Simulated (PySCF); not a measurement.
# InBr and its ions

PBE; PySCF, scalar-relativistic core potentials, basis sets In def2-TZVPPD with ECP28, Br def2-TZVPPD. Neutral (UKS): singlet (closed shell), Re = 2.590 Å, ωe = 210 cm⁻¹, De = 4.29 eV, HOMO -6.23 eV, LUMO -2.57 eV.

InBr⁺ (UKS): doublet (σ ↑), Re = 2.492 Å, ωe = 206 cm⁻¹, De = 0.68 eV to In⁺ + Br. The energies at the minima are -2763.99615 hartree for InBr and -2763.65825 for InBr⁺.

Work out the adiabatic ionisation energy, without and with harmonic zero-point energies (1 hartree = 27.2114 eV, 1 eV = 8065.5 cm⁻¹), and the change of the bond length.

At PBE: 0.33790 hartree = 9.195 eV between the minima; the zero-point term (206.0 − 210.0)/2 cm⁻¹ = -0.000 eV makes it 9.194 eV. Re changes by -9.8 pm against the neutral. Minus the HOMO energy is 6.23 eV, -2.96 eV from the value between the minima; self-interaction puts the Kohn–Sham level too high, less so with exact exchange. The electron leaves a σ orbital; in so polar a molecule the change of length follows mostly from the change of the ionic charges.

InBr⁻ (UKS): doublet (π ↑), Re = 2.793 Å, ωe = 141 cm⁻¹, De = 1.22 eV to In + Br⁻. The energies at the minima are -2763.99615 hartree for InBr and -2764.01224 for InBr⁻.

Work out the adiabatic electron affinity, without and with harmonic zero-point energies (1 hartree = 27.2114 eV, 1 eV = 8065.5 cm⁻¹), and the change of the bond length.

At PBE: 0.01609 hartree = 0.438 eV between the minima; the zero-point term (210.0 − 141.0)/2 cm⁻¹ = +0.004 eV makes it 0.442 eV. Re changes by +20.3 pm against the neutral. The electron enters a π orbital; in so polar a molecule the change of length follows mostly from the change of the ionic charges.

Spin–orbit coupling is left out, which matters for elements this heavy, above all for dissociation energies. For an ion De counts to the pair picked by the measured ionisation energies or electron affinities, which need not be the lowest pair at this level. The highest Kohn–Sham level is positive in this anion. Much of that is self-interaction error, but it also means that the finite basis helps to hold the extra electron. States were picked by a PBE0 search and need not be the measured ground states.
